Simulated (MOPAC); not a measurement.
Job for MOPAC: PM7 on H2OSSn (SMILES [OH][Sn][SH]), a point of a torsion scan.

```
PM7 1SCF PRECISE CHARGE=0 THREADS=1
H2OSSn

O     -1.60890040 1     0.14954614 1    -0.36295506 1
Sn     0.00990044 1    -0.57195853 1    -1.25294949 1
S     -1.02076414 1    -2.37462496 1    -2.59835535 1
H     -2.39673807 1     0.20593162 1     0.16903256 1
H     -2.25150815 1    -2.10161789 1    -2.20012718 1
```

Program output:

```
*******************************************************************************
 **                                                                           **
 **                              MOPAC v23.2.5                                **
 **                                                                           **
 *******************************************************************************
 ** MOPAC's Digital Object Identifier: https://doi.org/10.5281/zenodo.6511958 **
 **                                                                           **
 ** Please cite the open-source release paper for use of this MOPAC version:  **
 ** J. E. Moussa and J. J. P. Stewart (2026)                                  **
 ** MOPAC: An open-source semiempirical molecular orbital program             **
 ** J. Open Source Softw., 11(119), 8025, https://doi.org/10.21105/joss.08025 **
 *******************************************************************************

                              PM7 CALCULATION RESULTS

 *******************************************************************************
 *  PM7        - The PM7 Hamiltonian to be used
 *
 *
 *
 *                 CHARGE ON SYSTEM = 0
 *
 *
 *
 *  PRECISE    - TIGHTER CRITERIA TO BE USED
 *  1SCF       - DO 1 SCF AND THEN STOP
 *  THREADS=1  - MULTI-THREADING NOT USED
 *  T=         - A TIME OF 172800.0 SECONDS REQUESTED
 *  DUMP=N     - RESTART FILE WRITTEN EVERY 7200.0 SECONDS REQUESTED
 *******************************************************************************
PM7 1SCF PRECISE CHARGE=0 THREADS=1
 H2OSSn

   ATOM   CHEMICAL          X               Y               Z
  NUMBER   SYMBOL      (ANGSTROMS)     (ANGSTROMS)     (ANGSTROMS)

     1       O         -1.60890040  *   0.14954614  *  -0.36295506  *
     2      Sn          0.00990044  *  -0.57195853  *  -1.25294949  *
     3       S         -1.02076414  *  -2.37462496  *  -2.59835535  *
     4       H         -2.39673807  *   0.20593162  *   0.16903256  *
     5       H         -2.25150815  *  -2.10161789  *  -2.20012718  *



          CARTESIAN COORDINATES

    NO.       ATOM           X           Y           Z

     1         O         -1.6089      0.1495     -0.3630
     2        Sn          0.0099     -0.5720     -1.2529
     3         S         -1.0208     -2.3746     -2.5984
     4         H         -2.3967      0.2059      0.1690
     5         H         -2.2515     -2.1016     -2.2001

 General Reference for PM7:
 "Optimization of Parameters for Semiempirical Methods VI: More Modifications to the
 NDDO Approximations and Re-optimization of Parameters", J. J. P. Stewart, J. Mol. Mod., 1:32, 19 (2013)
 https://link.springer.com/article/10.1007/s00894-012-1667-x

           Empirical Formula: H2 O Sn S  =     5 atoms



      MOLECULAR POINT GROUP   :   C1


      RHF CALCULATION, NO. OF DOUBLY OCCUPIED LEVELS = 9


 -------------------------------------------------------------------------------
 PM7 1SCF PRECISE CHARGE=0 THREADS=1
 H2OSSn



     1SCF WAS SPECIFIED, SO BFGS WAS NOT USED
     SCF FIELD WAS ACHIEVED


                              PM7 CALCULATION
                                                       MOPAC v23.2.5 Linux




          FINAL HEAT OF FORMATION =        -40.69045 KCAL/MOL =    -170.24885 KJ/MOL


          COSMO AREA              =        118.43 SQUARE ANGSTROMS
          COSMO VOLUME            =        108.31 CUBIC ANGSTROMS

          IONIZATION POTENTIAL    =          9.242813 EV
          HOMO LUMO ENERGIES (EV) =         -9.243 -0.584
          NO. OF FILLED LEVELS    =          9
          MOLECULAR WEIGHT        =        168.7652         POINT GROUP:  C1

          MOLECULAR DIMENSIONS (Angstroms)

            Atom       Atom       Distance
            H     4    S     3     4.02629
            H     5   Sn     2     2.75931
            O     1    S     3     0.21499


          SCF CALCULATIONS        =          1





   ATOM   CHEMICAL          X               Y               Z
  NUMBER   SYMBOL      (ANGSTROMS)     (ANGSTROMS)     (ANGSTROMS)

     1       O         -1.60890040  *   0.14954614  *  -0.36295506  *
     2      Sn          0.00990044  *  -0.57195853  *  -1.25294949  *
     3       S         -1.02076414  *  -2.37462496  *  -2.59835535  *
     4       H         -2.39673807  *   0.20593162  *   0.16903256  *
     5       H         -2.25150815  *  -2.10161789  *  -2.20012718  *

                             CARTESIAN COORDINATES

   1    O       -1.608900400     0.149546140    -0.362955060
   2   Sn        0.009900440    -0.571958530    -1.252949490
   3    S       -1.020764140    -2.374624960    -2.598355350
   4    H       -2.396738070     0.205931620     0.169032560
   5    H       -2.251508150    -2.101617890    -2.200127180


           Empirical Formula: H2 O Sn S  =     5 atoms



      MOLECULAR POINT GROUP   :   C1


                  EIGENVALUES
 -26.64399 -26.12277 -17.54858 -13.22851 -12.77293 -12.63102 -10.95194  -9.90235
  -9.24281  -0.58440  -0.07098   0.02173   0.04681   0.11975   0.66225   0.92033
   1.69878   3.56914   6.46071


              NET ATOMIC CHARGES AND DIPOLE CONTRIBUTIONS

  ATOM NO.   TYPE          CHARGE      No. of ELECS.   s-Pop       p-Pop       d-Pop
    1          O          -1.021398        7.0214     1.70896     5.31244
    2         Sn           0.937312        3.0627     1.70498     1.35770
    3          S          -0.522894        6.5229     1.89873     4.50920     0.11496
    4          H           0.433047        0.5670     0.56695
    5          H           0.173933        0.8261     0.82607
 DIPOLE           X         Y         Z       TOTAL
 POINT-CHG.     3.635     1.328     1.179     4.046
 HYBRID        -5.159    -0.128     0.763     5.217
 SUM           -1.524     1.200     1.942     2.745


          ATOMIC ORBITAL ELECTRON POPULATIONS

     Atom    s        px        py        pz      x^2-y^2     xz        z^2       yz        xy
    1  O   1.70896   1.59409   1.92029   1.79805
    2 Sn   1.70498   0.73362   0.35127   0.27282
    3  S   1.89873   1.15564   1.63716   1.71641   0.04280   0.02415   0.01621   0.01613   0.01567
    4  H   0.56695
    5  H   0.82607

 **********************
 *                    *
 * JOB ENDED NORMALLY *
 *                    *
 **********************




 == MOPAC DONE ==
```

The run finished.

Cost: around 0.03 core-seconds (rough).
